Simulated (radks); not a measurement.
Values are calculated unless marked as measured or tabulated.
Li-, 4 electrons, occupied as [He] 2s2.

Code: a radial shooting solver on a logarithmic mesh with Libxc functionals. Model: scalar-relativistic Kohn-Sham, PBEsol, spin-unpolarised, spherical densities, finite nucleus; Fermi nuclear charge, rms radius 2.444 fm; Watson sphere of charge +1 and radius 2.55 bohr.

Energy parts (hartree; the electron-nucleus part includes the sphere):
part                     energy
total                  -8.74475
kinetic                 7.66429
electron-nucleus      -19.70852
Hartree                 5.22718
exchange-correlation   -1.92770

Orbitals (lengths in bohr, moments of r in powers of bohr; <r^-3> diverges for s and p1/2):
orbital,occ.,eigenvalue (hartree),<r^-3>,<1/r>,<r>,<r^2>
1s,2,-1.88407,-,2.648,0.5887,0.4779
2s,2,-0.15763,-,0.4053,3.411,13.61

The highest occupied level is 2s at -4.289 eV. The density falls to 0.001 e/bohr^3 at r = 4.71 bohr.
